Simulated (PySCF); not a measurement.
Species: C₄H₁₀BF₃N₂.
SMILES with atom numbers: `[CH3:1][C:2]([CH3:3])([B:4]([NH2:5])[NH2:6])[C:7]([F:8])([F:9])[F:10]` (hydrogens: H11, H12, H13 on C1; H14, H15, H16 on C3; H17, H18 on N5; H19, H20 on N6)

Cartesian coordinates in Å at the PBE0-D3(BJ)/def2-SVP level; atoms count from 1:
```
atom  x, y, z in Å
C1    -0.909   -0.984   -1.097
C2    -0.435    0.076   -0.093
C3    -1.369    0.086    1.121
B4     1.098   -0.248    0.320
N5     1.380   -0.677    1.636
N6     2.114   -0.167   -0.658
C7    -0.508    1.443   -0.747
F8    -0.014    2.403    0.046
F9     0.180    1.501   -1.904
F10   -1.765    1.806   -1.051
H11   -0.293   -0.993   -2.006
H12   -0.845   -1.984   -0.642
H13   -1.957   -0.812   -1.393
H14   -1.342   -0.893    1.624
H15   -2.411    0.270    0.821
H16   -1.084    0.859    1.850
H17    0.682   -0.722    2.362
H18    2.308   -0.921    1.953
H19    1.949    0.228   -1.571
H20    3.090   -0.336   -0.458
```

Method: PBE0-D3(BJ)/def2-SVP geometry optimisation, gas phase (PySCF 2.14.0).

Masses are those of the commonest isotopes; rigid-rotor values at the optimised geometry. The values belong to one conformer with, in the numbering `[CH3:1][C:2]([CH3:3])([B:4]([NH2:5])[NH2:6])[C:7]([F:8])([F:9])[F:10]`, C1–C2–B4–N5 -112°.

(1) What are A, B and C (GHz)?

(2) Classify the top.

(3) Is it planar, by Δ = Ic − Ia − Ib?

(4) Give the other two planar moments, Paa and Pbb, and the rms extents of the mass along the axes.

(5) Predict some low-J microwave lines.

## Answers

(1) Ia = 288.79, Ib = 452.51, Ic = 505.14 u·Å²; 505379 MHz·u·Å²/I gives 1750, 1117 and 1000 MHz, that is A = 1.7500, B = 1.1168, C = 1.0005 GHz.

(2) An asymmetric top. Ray's parameter κ = (2B − A − C)/(A − C) = -0.690; −1 is the prolate and +1 the oblate limit.

(3) Not planar: Δ = Ic − Ia − Ib = -236.17 u·Å². For a rigid frame Δ = −2 Σ m c², so Σ m c² = 118.09 u·Å² lies off the ab plane: 19.64 from hydrogen and 98.45 from heavier atoms. The atom farthest from that plane is 2.35 Å away.

(4) Paa = Σ m a² = (Ib + Ic − Ia)/2 = 334.43 and Pbb = Σ m b² = (Ia + Ic − Ib)/2 = 170.71 u·Å². With the mass M = 154.09 u, the rms extents √(P/M) along a, b and c are 1.47, 1.05, 0.88 Å.

(5) The dipole components are |μa| = 3.02 D, |μb| = 0.28 D, |μc| = 0.20 D. Intensities carry the squares of the components, which stand as 1.00 : 0.01 : 0.00 (a : b : c). Some lines, for components of 0.1 D or more:

```json
{"type": "a", "branch": "Q", "J(Ka,Kc)": "2(1,1) ← 2(1,2)", "MHz": "349", "lower level (cm⁻¹)": "0.229"}
{"type": "c", "branch": "Q", "J(Ka,Kc)": "2(1,2) ← 2(0,2)", "MHz": "531", "lower level (cm⁻¹)": "0.211"}
{"type": "c", "branch": "Q", "J(Ka,Kc)": "1(1,1) ← 1(0,1)", "MHz": "633", "lower level (cm⁻¹)": "0.071"}
{"type": "b", "branch": "Q", "J(Ka,Kc)": "1(1,0) ← 1(0,1)", "MHz": "749", "lower level (cm⁻¹)": "0.071"}
{"type": "b", "branch": "Q", "J(Ka,Kc)": "2(1,1) ← 2(0,2)", "MHz": "880", "lower level (cm⁻¹)": "0.211"}
{"type": "c", "branch": "Q", "J(Ka,Kc)": "2(2,1) ← 2(1,1)", "MHz": "1899", "lower level (cm⁻¹)": "0.241"}
{"type": "b", "branch": "Q", "J(Ka,Kc)": "2(2,0) ← 2(1,1)", "MHz": "1914", "lower level (cm⁻¹)": "0.241"}
{"type": "a", "branch": "R", "J(Ka,Kc)": "1(0,1) ← 0(0,0)", "MHz": "2117", "lower level (cm⁻¹)": "0.000"}
{"type": "b", "branch": "Q", "J(Ka,Kc)": "2(2,1) ← 2(1,2)", "MHz": "2248", "lower level (cm⁻¹)": "0.229"}
{"type": "b", "branch": "R", "J(Ka,Kc)": "1(1,1) ← 0(0,0)", "MHz": "2750", "lower level (cm⁻¹)": "0.000"}
{"type": "c", "branch": "R", "J(Ka,Kc)": "1(1,0) ← 0(0,0)", "MHz": "2867", "lower level (cm⁻¹)": "0.000"}
{"type": "b", "branch": "R", "J(Ka,Kc)": "2(0,2) ← 1(1,1)", "MHz": "3587", "lower level (cm⁻¹)": "0.092"}
{"type": "a", "branch": "R", "J(Ka,Kc)": "2(1,2) ← 1(1,1)", "MHz": "4118", "lower level (cm⁻¹)": "0.092"}
{"type": "a", "branch": "R", "J(Ka,Kc)": "2(0,2) ← 1(0,1)", "MHz": "4220", "lower level (cm⁻¹)": "0.071"}
{"type": "a", "branch": "R", "J(Ka,Kc)": "2(1,1) ← 1(1,0)", "MHz": "4351", "lower level (cm⁻¹)": "0.096"}
{"type": "b", "branch": "R", "J(Ka,Kc)": "2(1,2) ← 1(0,1)", "MHz": "4751", "lower level (cm⁻¹)": "0.071"}
{"type": "c", "branch": "R", "J(Ka,Kc)": "2(1,1) ← 1(0,1)", "MHz": "5100", "lower level (cm⁻¹)": "0.071"}
{"type": "b", "branch": "R", "J(Ka,Kc)": "2(2,1) ← 1(1,0)", "MHz": "6250", "lower level (cm⁻¹)": "0.096"}
{"type": "c", "branch": "R", "J(Ka,Kc)": "2(2,0) ← 1(1,0)", "MHz": "6265", "lower level (cm⁻¹)": "0.096"}
{"type": "c", "branch": "R", "J(Ka,Kc)": "2(2,1) ← 1(1,1)", "MHz": "6367", "lower level (cm⁻¹)": "0.092"}
{"type": "b", "branch": "R", "J(Ka,Kc)": "2(2,0) ← 1(1,1)", "MHz": "6381", "lower level (cm⁻¹)": "0.092"}
```

PBE0-D3(BJ)/def2-SVP frequencies: not computed here. No vibrational averaging or centrifugal distortion is included, and the geometry carries the error of its method. A rigid rotor knows nothing of internal rotation, which can split or shift real lines. Quadrupole hyperfine structure (11B, 14N) is left out.

On an Arm Neoverse N1 with one thread, shared host, this took 4.6 min. These figures are those of the optimisation.
